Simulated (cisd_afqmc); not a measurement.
Input (AFQMC/CISD/def2-TZVPPD; cisd_afqmc is a phaseless AFQMC code with CISD trial states that reads the integrals written by Ansatz): A basis named .json is the Basis Set Exchange file of that set.

Ansatz 0.2 input:
```python
import cisd_afqmc

open("ham.yaml", "w").write("""\
crystal:
  periodic: [false, false, false]
  atoms:
    - {symbol: O, position_ang: [0.00000000, 0.00000000, 0.00000000]}
basis:
  gaussian:
    orbitals: def2-TZVPPD.json
magnetization: {spin_polarized: true, initial_magnetization: 2}
correlation: {method: ccsd, electrons: outside_noble_gas, hamiltonian_folder: ham}
scf: {lower_state_search: full}
""")
rep = cisd_afqmc.ansatz("ham.yaml")
e_ccsd = rep["correlation"]["coupled_cluster"]["energy"]["hartree"]
out = cisd_afqmc.run("ham", e_ccsd, trial="CISD", walkers=200, populations=8, threads=8, dt=0.005, steps=40, early=24, settle=10, least=48,
    target=0.0004, seconds=1500, seed=1, memory=12960, gpu=False)
```

Output:

```
orbitals 39, occupied [4, 2], factors 245 of 245, rank of the doubles 197 of 214
E(HF) = -74.815953
E(CCSD) on the cut factors = -74.975215, shift to the whole factors 0.000000
Energy of the trial state on the determinant = -74.975215
  tau behind 7.2 of longer steps, mean of the populations' last blocks
   2.0  -74.97856
   4.0  -74.97859
   6.0  -74.97862
   8.0  -74.97821
  10.0  -74.97837
blocks 414 (0 outliers left out), error by blocks joined: 1: 0.00004, 2: 0.00004, 4: 0.00005, 8: 0.00006, 16: 0.00005
E(AFQMC/CISD) = -74.97850 +/- 0.00006
```
